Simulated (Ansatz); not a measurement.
The cluster PbS₂⁺ was relaxed with r2SCAN-D4 (def2-TZVP) in Ansatz in these states: charge +1 doublet, charge +1 quartet. The geometries follow in no particular order.

In the def2 sets Pb takes a core potential; there is no spin–orbit coupling.

A:

Cartesian coordinates in Å:
```
Pb 1.0290 0.7787 -0.9498
S -0.1815 -1.2658 0.1171
S -0.8475 0.4871 0.8326
```

B:

Cartesian coordinates in Å:
```
Pb 1.0316 0.1772 -1.6079
S -1.2849 -0.3057 0.2866
S 0.2533 0.1285 1.3213
```

Problem. Judge from the bond lengths which geometry belongs to which state (an estimate).

Solution. A is the charge +1 doublet (Pb1–S2 2.604 Å, Pb1–S3 2.605 Å, S2–S3 2.007 Å); B is the charge +1 quartet (Pb1–S2 3.031 Å, Pb1–S3 3.031 Å, S2–S3 1.904 Å).

At PBE0-D4/def2-TZVP a doublet lies 1.86 eV below the charge +1 quartet. These are the stationary points nearest to one start from a short search; other shapes may lie lower in each state.
